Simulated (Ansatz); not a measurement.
Consider the ligand exchange at the Si–C bond: `[SiH3]C[CH2][GeH3]` + `C[S][Sn][OH]` → `C[S][Sn][O][SiH3]` + `C[CH2][GeH3]`.

Calculated with Ansatz (gas phase, PBE0-D4/def2-TZVP geometries, no zero-point term in ΔE). CCSD(T)/CBS is the MP2 limit (def2-TZVPP, def2-QZVPP) plus CCSD(T) − MP2 in def2-TZVPP, frozen cores. Functionals use def2-TZVPP. Elements past krypton have def2 core potentials. For Ge, Sn outer-core shells are correlated without core-valence functions, which leaves a few kJ/mol of doubt a bond. Scalar relativity is left out up to krypton. One conformer a species, not always the lowest.

`[SiH3]C[CH2][GeH3]`:

Cartesian coordinates in Å:
```
Si -1.608 0.741 1.487
C 0.049 0.308 0.713
C -0.095 -0.297 -0.685
Ge 1.631 -0.747 -1.504
H -2.452 -0.481 1.596
H -1.436 1.324 2.846
H -2.325 1.727 0.632
H 0.571 -0.384 1.383
H 0.661 1.215 0.682
H -0.613 0.394 -1.356
H -0.699 -1.209 -0.654
H 2.376 -1.760 -0.614
H 2.494 0.524 -1.620
H 1.446 -1.355 -2.906
```

`C[S][Sn][OH]`:

Z-matrix (Å, degrees):
```
C
S 1 1.814
H 1 1.091 2 111.4
H 1 1.090 2 107.3 3 -118.3
H 1 1.091 2 111.4 3 123.4
Sn 2 2.440 1 105.4 3 -61.2
O 6 1.980 2 98.8 1 -0.1
H 7 0.961 6 117.2 2 -0.2
```

`C[S][Sn][O][SiH3]`:

```xyz
11

C    -1.478    1.205   -1.243
S    -1.012    2.550   -0.118
Sn    0.607    1.616    1.410
O     0.601   -0.215    0.623
Si    1.329   -1.652    0.876
H    -0.942    0.291   -0.993
H    -2.552    1.040   -1.158
H    -1.239    1.508   -2.262
H     2.098   -2.059   -0.332
H     2.275   -1.585    2.029
H     0.313   -2.700    1.168
```

`C[CH2][GeH3]`:

Z-matrix (Å, degrees):
```
C
C 1 1.522
H 1 1.094 2 111.5
H 1 1.093 2 111.5 3 -120.0
H 1 1.093 2 111.5 3 120.0
Ge 2 1.960 1 113.0 3 180.0
H 2 1.093 1 110.8 3 -59.1
H 2 1.093 1 110.8 3 59.0
H 6 1.541 2 110.0 1 -59.6
H 6 1.541 2 110.0 1 59.6
H 6 1.540 2 111.1 1 -180.0
```

| species | ωB97X-V energy (Eh) |
| --- | --- |
| `[SiH3]C[CH2][GeH3]` | -2448.49427 |
| `C[S][Sn][OH]` | -728.23513 |
| `C[S][Sn][O][SiH3]` | -1018.93400 |
| `C[CH2][GeH3]` | -2157.83892 |

Work out ΔE.

ΔE = (-1018.93400) + (-2157.83892) − (-2448.49427) − (-728.23513) = -0.04352 Eh = -114.3 kJ/mol. CCSD(T)/CBS gives -116.8 kJ/mol.

Largest T1 diagnostic among the species: 0.016.

In def2-TZVPP, CCSD(T) changes the Hartree–Fock value by +21.5 kJ/mol (the triples alone add +2.5 kJ/mol) and MP2 by +19.6 kJ/mol. From PBE to PBE0 (25 % exact exchange), in def2-TZVPP and without D4, ΔE moves by −6.2 kJ/mol.
